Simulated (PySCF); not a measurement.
C2H5Si, doublet, at a GFN2-xTB geometry, atoms displaced at random by about 0.03 Å a coordinate; TPSS/STO-3G, gradient by finite differences (PySCF).

Input for PySCF:
```python
from pyscf import gto, scf, dft

mol = gto.Mole()
mol.atom = '''
    C     1.622057    0.007918   -0.255082
    Si    0.027842   -0.288763    0.485743
    C    -1.506401    0.294196   -0.412944
    H     2.482714   -0.511249    0.144186
    H     1.849427    1.111737   -0.477751
    H    -1.191462    1.257012   -1.009080
    H    -1.819789   -0.406853   -1.253410
    H    -2.329280    0.533039    0.179007
'''
mol.basis = 'sto-3g'
mol.charge = 0
mol.spin = 1
mol.verbose = 4
mol.build()

mf = dft.UKS(mol)
mf.xc = 'tpss'
mf.conv_tol = 1e-11
mf.kernel()
scan, done = mf.as_scanner(), []
scan.scf_summary = {}
def energy(d):
    c = mol.atom_coords()
    c[0, 0] += d
    e = scan(mol.set_geom_(c, unit='Bohr', inplace=False))
    done.append(scan.converged)
    return e
h = 0.2
fd = (energy(h) - energy(-h)) / (2 * h)
print('dE/dx =', fd)
```

The log (banner, timings and long lists left out):

```
PySCF version 2.14.0

[INPUT] verbose = 4
[INPUT] num. atoms = 8
[INPUT] num. electrons = 31
[INPUT] charge = 0
[INPUT] spin (= nelec alpha-beta = 2S) = 1
[INPUT] symmetry False subgroup None
[INPUT] Mole.unit = angstrom
[INPUT] Symbol           X                Y                Z      unit          X                Y                Z       unit  Magmom
[...]
nuclear repulsion = 90.1056447891737
number of shells = 16
number of NR pGTOs = 72
number of NR cGTOs = 24
basis = sto-3g
ecp = {}

******** <class 'pyscf.dft.uks.UKS'> ********
method = UKS
initial guess = minao
damping factor = 0
level_shift factor = 0
DIIS = <class 'pyscf.scf.diis.CDIIS'>
diis_start_cycle = 1
diis_space = 8
diis_damp = 0
SCF conv_tol = 1e-11
SCF conv_tol_grad = None
SCF max_cycles = 50
direct_scf = True
direct_scf_tol = 1e-13
number electrons alpha = 16  beta = 15
XC library pyscf.dft.libxc version 7.1.2
    S. Lehtola, C. Steigemann, M. J. T. Oliveira, and M. A. L. Marques,  SoftwareX 7, 1–5 (2018)
XC functionals = tpss
    J. Tao, J. P. Perdew, V. N. Staroverov, and G. E. Scuseria,  Phys. Rev. Lett. 91, 146401 (2003)
    J. P. Perdew, J. Tao, V. N. Staroverov, and G. E. Scuseria,  J. Chem. Phys. 120, 6898 (2004)
    J. Tao, J. P. Perdew, V. N. Staroverov, and G. E. Scuseria,  Phys. Rev. Lett. 91, 146401 (2003)
    J. P. Perdew, J. Tao, V. N. Staroverov, and G. E. Scuseria,  J. Chem. Phys. 120, 6898 (2004)
radial grids:
    Treutler-Ahlrichs [JCP 102, 346 (1995); DOI:10.1063/1.469408] (M4) radial grids

becke partition: Becke, JCP 88, 2547 (1988); DOI:10.1063/1.454033
pruning grids: <function nwchem_prune>
grids dens level: 3
symmetrized grids: False
atomic radii adjust function: <function treutler_atomic_radii_adjust>
small_rho_cutoff = 0
Set gradient conv threshold to 3.16228e-06
tot grids = 96456
init E= -364.099713246241

cycle= 1 E= -364.207906617717  delta_E= -0.108  |g|= 0.366  |ddm|= 2.46
cycle= 2 E= -363.642805752382  delta_E= 0.565  |g|= 0.809  |ddm|=    2
cycle= 3 E= -364.296552284878  delta_E= -0.654  |g|= 0.158  |ddm|=  1.7
cycle= 4 E= -364.316736436311  delta_E= -0.0202  |g|= 0.0272  |ddm|= 0.299
cycle= 5 E= -364.317408378269  delta_E= -0.000672  |g|= 0.0134  |ddm|= 0.0809
cycle= 6 E= -364.317684810498  delta_E= -0.000276  |g|= 0.0046  |ddm|= 0.0355
cycle= 7 E= -364.317871438469  delta_E= -0.000187  |g|= 0.00376  |ddm|= 0.0601
cycle= 8 E= -364.31796227376  delta_E= -9.08e-05  |g|= 0.000389  |ddm|= 0.0669
cycle= 9 E= -364.317962674385  delta_E= -4.01e-07  |g|= 0.00013  |ddm|= 0.00251
cycle= 10 E= -364.31796270861  delta_E= -3.42e-08  |g|= 5.99e-05  |ddm|= 0.000938
cycle= 11 E= -364.317962712386  delta_E= -3.78e-09  |g|= 8.89e-06  |ddm|= 0.000133
cycle= 12 E= -364.317962712475  delta_E= -8.89e-11  |g|= 3.9e-06  |ddm|= 4.62e-05
cycle= 13 E= -364.31796271249  delta_E= -1.44e-11  |g|= 1.25e-06  |ddm|= 1.08e-05
cycle= 14 E= -364.317962712491  delta_E= -1.25e-12  |g|= 3.04e-07  |ddm|= 8.58e-06
Extra cycle  E= -364.317962712492  delta_E= -5.12e-13  |g|= 4.57e-07  |ddm|= 1.58e-06
converged SCF energy = -364.317962712492  <S^2> = 0.77974646  2S+1 = 2.0295285
Create scanner for <class 'pyscf.dft.uks.UKS'>

WARN: Mole.unit (angstrom) is changed to Bohr

New geometry
   1 C      1.727892442184   0.007918000000  -0.255082000000 AA    3.265243488434   0.014962851454  -0.482035119306 Bohr
   2 Si     0.027842000000  -0.288763000000   0.485743000000 AA    0.052613754760  -0.545682984908   0.917921236925 Bohr
   3 C     -1.506401000000   0.294196000000  -0.412944000000 AA   -2.846685323771   0.555949866943  -0.780351064782 Bohr
   4 H      2.482714000000  -0.511249000000   0.144186000000 AA    4.691649505623  -0.966120591458   0.272472050997 Bohr
   5 H      1.849427000000   1.111737000000  -0.477751000000 AA    3.494910517376   2.100878452546  -0.902818545737 Bohr
   6 H     -1.191462000000   1.257012000000  -1.009080000000 AA   -2.251536867827   2.375408415292  -1.906884837776 Bohr
[...]
cycle= 10 E= -364.299562814006  delta_E= -4.24e-10  |g|= 2.19e-06  |ddm|= 7.05e-05
cycle= 11 E= -364.299562814026  delta_E= -1.98e-11  |g|= 1.56e-06  |ddm|= 2.09e-05
cycle= 12 E= -364.299562814031  delta_E= -4.72e-12  |g|= 2.39e-07  |ddm|= 1.32e-05
Extra cycle  E= -364.29956281403  delta_E= 7.39e-13  |g|= 8.15e-07  |ddm|= 2.13e-06
converged SCF energy = -364.29956281403  <S^2> = 0.81505831  2S+1 = 2.0640332

WARN: Mole.unit (angstrom) is changed to Bohr

New geometry
   1 C      1.516221557816   0.007918000000  -0.255082000000 AA    2.865243488434   0.014962851454  -0.482035119306 Bohr
   2 Si     0.027842000000  -0.288763000000   0.485743000000 AA    0.052613754760  -0.545682984908   0.917921236925 Bohr
   3 C     -1.506401000000   0.294196000000  -0.412944000000 AA   -2.846685323771   0.555949866943  -0.780351064782 Bohr
   4 H      2.482714000000  -0.511249000000   0.144186000000 AA    4.691649505623  -0.966120591458   0.272472050997 Bohr
   5 H      1.849427000000   1.111737000000  -0.477751000000 AA    3.494910517376   2.100878452546  -0.902818545737 Bohr
   6 H     -1.191462000000   1.257012000000  -1.009080000000 AA   -2.251536867827   2.375408415292  -1.906884837776 Bohr
   7 H     -1.819789000000  -0.406853000000  -1.253410000000 AA   -3.438902814496  -0.768840742958  -2.368601621791 Bohr
   8 H     -2.329280000000   0.533039000000   0.179007000000 AA   -4.401701267427   1.007297723712   0.338274204380 Bohr

******** <class 'pyscf.scf.hf.UKS_Scanner'> ********
method = UKS_Scanner
initial guess = minao
damping factor = 0
level_shift factor = 0
DIIS = <class 'pyscf.scf.diis.CDIIS'>
diis_start_cycle = 1
diis_space = 8
diis_damp = 0
SCF conv_tol = 1e-11
SCF conv_tol_grad = None
SCF max_cycles = 50
direct_scf = True
direct_scf_tol = 1e-13
number electrons alpha = 16  beta = 15
XC library pyscf.dft.libxc version 7.1.2
    S. Lehtola, C. Steigemann, M. J. T. Oliveira, and M. A. L. Marques,  SoftwareX 7, 1–5 (2018)
XC functionals = tpss
    J. Tao, J. P. Perdew, V. N. Staroverov, and G. E. Scuseria,  Phys. Rev. Lett. 91, 146401 (2003)
    J. P. Perdew, J. Tao, V. N. Staroverov, and G. E. Scuseria,  J. Chem. Phys. 120, 6898 (2004)
    J. Tao, J. P. Perdew, V. N. Staroverov, and G. E. Scuseria,  Phys. Rev. Lett. 91, 146401 (2003)
    J. P. Perdew, J. Tao, V. N. Staroverov, and G. E. Scuseria,  J. Chem. Phys. 120, 6898 (2004)
radial grids:
    Treutler-Ahlrichs [JCP 102, 346 (1995); DOI:10.1063/1.469408] (M4) radial grids

becke partition: Becke, JCP 88, 2547 (1988); DOI:10.1063/1.454033
pruning grids: <function nwchem_prune>
grids dens level: 3
symmetrized grids: False
atomic radii adjust function: <function treutler_atomic_radii_adjust>
small_rho_cutoff = 0
Set gradient conv threshold to 3.16228e-06
tot grids = 96456
init E= -364.297517326714
cycle= 1 E= -364.305361834894  delta_E= -0.00784  |g|= 0.0793  |ddm|= 0.378
cycle= 2 E= -364.261443000091  delta_E= 0.0439  |g|= 0.243  |ddm|= 0.608
cycle= 3 E= -364.312607329947  delta_E= -0.0512  |g|= 0.0209  |ddm|= 0.442
cycle= 4 E= -364.31303033426  delta_E= -0.000423  |g|= 0.00367  |ddm|= 0.0421
cycle= 5 E= -364.313079007341  delta_E= -4.87e-05  |g|= 0.00235  |ddm|= 0.0193
cycle= 6 E= -364.313109377331  delta_E= -3.04e-05  |g|= 0.00183  |ddm|= 0.021
cycle= 7 E= -364.313122649936  delta_E= -1.33e-05  |g|= 0.000651  |ddm|= 0.0177
cycle= 8 E= -364.313124079371  delta_E= -1.43e-06  |g|= 8.74e-05  |ddm|= 0.00605
cycle= 9 E= -364.313124141008  delta_E= -6.16e-08  |g|= 1.95e-05  |ddm|= 0.00136
cycle= 10 E= -364.31312414429  delta_E= -3.28e-09  |g|= 6.3e-06  |ddm|= 0.000371
cycle= 11 E= -364.313124144351  delta_E= -6.06e-11  |g|= 1.23e-06  |ddm|= 2.48e-05
cycle= 12 E= -364.313124144353  delta_E= -2.73e-12  |g|= 7.86e-07  |ddm|= 7.8e-06
Extra cycle  E= -364.313124144349  delta_E= 4.89e-12  |g|= 2.56e-06  |ddm|= 5.62e-06
converged SCF energy = -364.313124144349  <S^2> = 0.76114285  2S+1 = 2.011112
dE/dx = 0.03390332579570554
```
